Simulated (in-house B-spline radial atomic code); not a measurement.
A fraction x of an electron is removed from 3p in P III (P2+), starting from [Ne] 3s2 3p1 and keeping the highest spin. Level of theory: scalar-relativistic (X2C) AM05, spin-polarised, spherical fractional occupations, Fermi nucleus of rms radius 3.1889 fm; calculated with a radial B-spline atomic code at the basis-set limit.

```tsv
x	E(x) - E(0) (eV)	3p up level (eV)
0	0.0000	-24.791
0.09	2.2729	-25.719
0.2	5.1647	-26.860
0.37	9.8817	-28.637
0.49	13.3938	-29.899
0.5	13.6933	-30.004
0.59	16.4365	-30.954
0.71	20.2271	-32.223
0.83	24.1701	-33.493
1	30.0167	-
```

The exact functional would give a straight line between the two integer points. Deviations E(x) - E(0) - x[E(1) - E(0)], in eV: -0.429 at x = 0.09, -0.839 at x = 0.2, -1.224 at x = 0.37, -1.314 at x = 0.49, -1.315 at x = 0.5, -1.273 at x = 0.59, -1.085 at x = 0.71, -0.744 at x = 0.83.

The curve lies below the straight line by up to 1.315 eV (at x = 0.5): convex, the delocalisation error that favours fractional charges.

Problem. How well does Slater's transition state (minus the level at half occupation) give the ionisation energy?

Solution. It gives 30.004 eV against 30.017 eV from the two total energies; NIST lists 30.20 eV, ground level to ground level.
